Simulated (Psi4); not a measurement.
Ga, quartet; B3LYP/6-31G** (Psi4 1.11).

Input for Psi4:
```
memory 2 GB

molecule {
0 4
  Ga    0.00000000    0.00000000    0.00000000
}

set basis 6-31g**
set reference uks

energy('b3lyp')
print_variables()
```

### Question
Write the output that Psi4 gives for this input, abridged.

### Answer

```
   => Loading Basis Set <=

    Name: 6-31G**
    Role: ORBITAL
    Keyword: BASIS

         ---------------------------------------------------------
                                   SCF
               by Justin Turney, Rob Parrish, Andy Simmonett
                          and Daniel G. A. Smith
                              UKS Reference
         ---------------------------------------------------------

  ==> Geometry <==

    Molecular point group: d2h
    Geometry (in Angstrom), charge = 0, multiplicity = 4:

       Center              X                  Y                   Z               Mass
    ------------   -----------------  -----------------  -----------------  -----------------
         GA           0.000000000000     0.000000000000     0.000000000000    68.925573500000

  Running in d2h symmetry.

  Rotational constants: A = ************  B = ************  C = ************ [cm^-1]
  Rotational constants: A = ************  B = ************  C = ************ [MHz]
  Nuclear repulsion =    0.000000000000000

  Charge       = 0
  Multiplicity = 4
  Electrons    = 31
  Nalpha       = 17
  Nbeta        = 14

  ==> Algorithm <==

  SCF Algorithm Type is DF.
  DIIS enabled.
  MOM disabled.
  Fractional occupation disabled.
  Guess Type is CORE.
  Energy threshold   = 1.00e-06
  Density threshold  = 1.00e-06
  Integral threshold = 1.00e-12

  ==> Primary Basis <==

  Basis Set: 6-31G**
    Blend: 6-31G**
    Number of shells: 12
    Number of basis functions: 35
    Number of Cartesian functions: 35
    Spherical Harmonics?: false
    Max angular momentum: 2

  ==> DFT Potential <==

   => LibXC <=

    Version 7.1.2
    S. Lehtola, C. Steigemann, M. J. T. Oliveira, and M. A. L. Marques,  SoftwareX 7, 1–5 (2018) (10.1016/j.softx.2017.11.002)

   => Composite Functional: B3LYP <=

    B3LYP Hyb-GGA Exchange-Correlation Functional

    P. J. Stephens, F. J. Devlin, C. F. Chabalowski, and M. J. Frisch,  J. Phys. Chem. 98, 11623 (1994) (10.1021/j100096a001)

    Deriv               =              1
    GGA                 =           TRUE
    Meta                =          FALSE

    Exchange Hybrid     =           TRUE
    MP2 Hybrid          =          FALSE

   => Exchange Functionals <=

    0.0800   Slater exchange
    0.7200         Becke 88

   => Exact (HF) Exchange <=

    0.2000               HF

   => Correlation Functionals <=

    0.1900   Vosko, Wilk & Nusair (VWN5_RPA)
    0.8100   Lee, Yang & Parr

   => LibXC Density Thresholds  <==

    XC_HYB_GGA_XC_B3LYP:  1.00E-15

   => Molecular Quadrature <=

    Radial Scheme          =       TREUTLER
    Pruning Scheme         =           NONE
    Nuclear Scheme         =       TREUTLER

    Blocking Scheme        =         OCTREE
    BS radius alpha        =              1
    Pruning alpha          =              1
    Radial Points          =             75
    Spherical Points       =            302
    Total Points           =          21110
    Total Blocks           =            231
    Max Points             =            256
    Max Functions          =             35
    Weights Tolerance      =       1.00E-15

   => Loading Basis Set <=

    Name: (6-31G** AUX)
    Role: JKFIT
    Keyword: DF_BASIS_SCF

  ==> Integral Setup <==

  SCF_SUBTYPE=INCORE selected. In-core MEM_DF algorithm will be used.
  Using in-core AOs.

  ==> MemDFJK: Density-Fitted J/K Matrices <==

    J tasked:                   Yes
    K tasked:                   Yes
    wK tasked:                   No
    Algorithm:                 Core
    Schwarz Cutoff:           1E-12
    Mask sparsity (%):       0.0000
    Fitting Condition:        1E-10

   => Auxiliary Basis Set <=

  Basis Set: (6-31G** AUX)
    Blend: CC-PVDZ-JKFIT
    Number of shells: 47
    Number of basis functions: 209
    Number of Cartesian functions: 209
    Spherical Harmonics?: false
    Max angular momentum: 3

  Minimum eigenvalue in the overlap matrix is 6.8192647191E-04.
[...]
    NB   [     5,    0,    0,    0,    0,    3,    3,    3 ]

   @DF-UKS iter   1: -1901.18645109710769   -1.90119e+03   6.98580e-01 ADIIS
    Occupation by irrep:
             Ag   B1g   B2g   B3g    Au   B1u   B2u   B3u
    DOCC [     5,    1,    1,    1,    0,    2,    2,    2 ]
    SOCC [     1,    0,    0,    0,    0,    1,    0,    1 ]
    NA   [     6,    1,    1,    1,    0,    3,    2,    3 ]
    NB   [     5,    1,    1,    1,    0,    2,    2,    2 ]

   @DF-UKS iter   2: -1858.50488215522159    4.26816e+01   8.92038e-01 ADIIS
   @DF-UKS iter   3: -1924.09340250517334   -6.55885e+01   5.73081e-02 DIIS/ADIIS
   @DF-UKS iter   4: -1924.27360269250426   -1.80200e-01   3.14598e-02 DIIS/ADIIS
   @DF-UKS iter   5: -1924.30212963034091   -2.85269e-02   1.61106e-02 DIIS/ADIIS
   @DF-UKS iter   6: -1924.31335488208128   -1.12253e-02   1.78454e-03 DIIS/ADIIS
   @DF-UKS iter   7: -1924.31350993039132   -1.55048e-04   5.02628e-05 DIIS
   @DF-UKS iter   8: -1924.31351018057762   -2.50186e-07   1.80714e-06 DIIS
   @DF-UKS iter   9: -1924.31351018121586   -6.38238e-10   7.58420e-08 DIIS
  Energy and wave function converged.

  ==> Post-Iterations <==

   Electrons on quadrature grid:
      Nalpha   =   16.9999992603 ; deviation = -7.397e-07
      Nbeta    =   13.9999992610 ; deviation = -7.390e-07
      Ntotal   =   30.9999985213 ; deviation = -1.479e-06

   @Spin Contamination Metric:   9.246535016E-04
   @S^2 Expected:                3.750000000E+00
   @S^2 Observed:                3.750924654E+00
   @S   Expected:                1.500000000E+00
   @S   Observed:                1.500000000E+00

    Orbital Energies [Eh]
    ---------------------

    Alpha Occupied:

[...]
    Alpha Virtual:

[...]
    Beta Occupied:

[...]
    Beta Virtual:

[...]
    Final Occupation by Irrep:
             Ag   B1g   B2g   B3g    Au   B1u   B2u   B3u
    DOCC [     5,    1,    1,    1,    0,    2,    2,    2 ]
    SOCC [     1,    0,    0,    0,    0,    1,    0,    1 ]
    NA   [     6,    1,    1,    1,    0,    3,    2,    3 ]
    NB   [     5,    1,    1,    1,    0,    2,    2,    2 ]

  @DF-UKS Final Energy: -1924.31351018121586

   => Energetics <=

    Nuclear Repulsion Energy =              0.0000000000000000
    One-Electron Energy =               -2680.5017336137580060
    Two-Electron Energy =                 816.4984416034320702
    DFT Exchange-Correlation Energy =     -60.3102181708897120
    Empirical Dispersion Energy =           0.0000000000000000
    VV10 Nonlocal Energy =                  0.0000000000000000
    Total Energy =                      -1924.3135101812156336

  UHF NO Occupations:
  HONO-2 :    6 Ag 1.0000000
  HONO-1 :    3B1u 1.0000000
  HONO-0 :    3B3u 1.0000000
  LUNO+0 :    2B2g 0.0001348
  LUNO+1 :    7 Ag 0.0001348
  LUNO+2 :    2B3g 0.0000725
  LUNO+3 :    2B1g 0.0000725

Computation Completed

Properties will be evaluated at   0.000000,   0.000000,   0.000000 [a0]

Properties computed using the SCF density matrix

 Multipole Moments:

 ------------------------------------------------------------------------------------
     Multipole            Electronic (a.u.)      Nuclear  (a.u.)        Total (a.u.)
 ------------------------------------------------------------------------------------

 L = 1.  Multiply by 2.5417464519 to convert [e a0] to [Debye]
 Dipole X            :          0.0000000            0.0000000            0.0000000
 Dipole Y            :          0.0000000            0.0000000            0.0000000
 Dipole Z            :          0.0000000            0.0000000            0.0000000
 Magnitude           :                                                    0.0000000

 ------------------------------------------------------------------------------------

  Variable Map:
  ----------------------------------------------------------------------------
[...]
  Array Variable Map:
  ----------------------------------------------------------------------------
[...]
[...]
```
